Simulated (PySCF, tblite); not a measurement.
Dissociation curve of CH (cation, charge +1), singlet.

Levels of theory: GFN2-xTB, 300 K electronic temperature (tblite); UCCSD(T) = PySCF with CCSD(T) on UHF/cc-pVTZ, 1 core orbital frozen.

Energies relative to the lowest point of each curve near equilibrium, in kJ/mol; the last columns give the difference from UCCSD(T):

| R / Å | GFN2-xTB | UCCSD(T) | GFN2-xTB − UCCSD(T) |
|---|---|---|---|
| 0.85 | 206.3 | 191.7 | 14.6 |
| 0.92 | 107.2 | 92.2 | 15.0 |
| 0.97 | 62.9 | 48.2 | 14.7 |
| 1.03 | 29.3 | 16.7 | 12.6 |
| 1.08 | 12.9 | 3.8 | 9.1 |
| 1.10 | 8.5 | 1.3 | 7.2 |
| 1.14 | 2.8 | 0.0 | 2.8 |
| 1.17 | 0.7 | 1.7 | -1.1 |
| 1.20 | 0.0 | 5.4 | -5.4 |
| 1.27 | 2.9 | 19.7 | -16.8 |
| 1.34 | 10.3 | 39.7 | -29.5 |
| 1.43 | 23.9 | 70.2 | -46.3 |
| 1.55 | 46.3 | 114.0 | -67.7 |
| 1.71 | 79.7 | 170.8 | -91.1 |
| 1.87 | 113.4 | — | — |
| 2.06 | 150.4 | — | — |
| 2.29 | 187.4 | — | — |
| 2.49 | 211.4 | — | — |
| 2.82 | 235.9 | — | — |
| 3.05 | 244.5 | — | — |

GFN2-xTB is furthest from UCCSD(T) at 1.71 (-91.1 kJ/mol, below); its mean absolute difference over the points is 23.8 kJ/mol.

Dashes: no converged value, or the column stops at the first point that the program doubted or that broke a chosen test of continuity, which isn't proof of a fault.

The unrestricted determinant behind UCCSD(T) is spin-contaminated at 0.85 to 4.54 Å (<S²> up to 1.1, against 0.00 for a pure singlet).
